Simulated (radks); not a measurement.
Q: These are the eigenvalues of the occupied orbitals of an atom or ion with whole-number occupations (hartree). All-electron calculation, scalar-relativistic Kohn-Sham, PBE, spin-polarised, spherical densities, finite nucleus; Fermi nuclear charge, rms radius of each element as measured or else 0.836 A^(1/3) + 0.57 fm. Program: a radial shooting solver on a logarithmic mesh with Libxc functionals.

1s up: -1595.040
1s down: -1595.040
2s up: -258.1585
2s down: -258.1580
2p up: -230.8131
2p down: -230.8128
3s up: -56.17867
3s down: -56.13972
3p up: -47.55288
3p down: -47.51413
3d up: -35.57933
3d down: -35.54936
4s up: -11.37717
4s down: -11.27094
4p up: -8.55314
4p down: -8.44596
4d up: -4.53825
4d down: -4.42989
5s up: -1.73083
5s down: -1.65942
5p up: -1.05033
5p down: -0.99284
6s up: -0.31461
4f up: -0.31285

Which element is it, and in what charge state? The configuration may be excited. Open shells, if any, are filled with parallel spins first.

A: Z = 60, neodymium, charge +1: Nd+ in [Xe] 4f4 6s1. The list shows which subshells hold electrons but not how many an open one holds; the 1s level, -1595 hartree, gives Z - s = 56.5 by -(Z - s)^2/2, which with screening and relativity narrows Z to a few neighbours, and the depths of the outer levels then fix element, charge and occupations together.
